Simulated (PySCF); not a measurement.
Isomers of C4H7FSi, mass 102.030 u with the commonest isotopes. Theory: PBE0-D3(BJ)/def2-SVP geometry optimisation, gas phase (PySCF). One conformer each, none proved a minimum here; rigid rotors.

Question: Order these by rotational constant C, smallest first.
A. `FC1=CC[SiH2]C1`
B. `[F:1]/[CH:2]=[CH:3]/[C@@H:4]1[CH2:5][SiH2:6]1` with C2–C3–C4–C5 -142°
C. `[F:1][C@H:2]1[CH2:3][CH:4]=[CH:5][SiH2:6]1` with F1–C2–C3–C4 94°, C2–C3–C4–C5 16°, C4–C5–Si6–C2 -11°, F1–C2–Si6–C5 -97°
D. `F/C=C1\CC[SiH2]1`
E. `[CH:1]#[C:2][CH2:3][CH2:4][SiH2:5][F:6]` with C2–C3–C4–Si5 -179°, C3–C4–Si5–F6 59°

Answer: E (1049 MHz), B (1119 MHz), D (1437 MHz), A (1666 MHz), C (2054 MHz).

Question: Order these by dipole moment, largest first.
A. `C1(F)C[SiH2]CC=1`
B. `[CH:1]#[C:2][CH2:3][CH2:4][SiH2:5][F:6]` with C2–C3–C4–Si5 -179°, C3–C4–Si5–F6 59°
C. `[F:1]/[CH:2]=[CH:3]/[C@@H:4]1[CH2:5][SiH2:6]1` with C2–C3–C4–C5 -142°
D. `F/C=C1\CC[SiH2]1`

Answer: C (1.83 D), B (1.42 D), A (1.21 D), D (0.92 D).

Question: Order these by rotational constant A, smallest first.
A. `[F:1]/[CH:2]=[CH:3]/[C@@H:4]1[CH2:5][SiH2:6]1` with C2–C3–C4–C5 -142°
B. `FC1=CC[SiH2]C1`
C. `C1/C(=C\F)[SiH2]C1`
D. `[F:1][C@H:2]1[CH2:3][CH:4]=[CH:5][SiH2:6]1` with F1–C2–C3–C4 94°, C2–C3–C4–C5 16°, C4–C5–Si6–C2 -11°, F1–C2–Si6–C5 -97°

Answer: D (3818 MHz), B (5542 MHz), C (6108 MHz), A (9038 MHz).

```csv
SMILES,point group,Ia (u·Å²),Ib (u·Å²),Ic (u·Å²),κ,μa (D),μb (D),μc (D)
F/C=C1\CC[SiH2]1,Cs,82.74,281.17,351.67,-0.85,0.89,0.22,0.01
F/C=C/[C@@H]1C[SiH2]1,C1,55.92,430.96,451.80,-0.99,1.67,0.29,0.68
C#CCC[SiH2]F,C1,54.98,453.55,482.00,-0.98,0.44,1.34,0.16
FC1=CC[SiH2]C1,Cs,91.19,224.32,303.29,-0.70,1.21,0.08,0.02
F[C@H]1CC=C[SiH2]1,C1,132.36,163.71,246.00,0.17,0.98,0.96,1.21
```
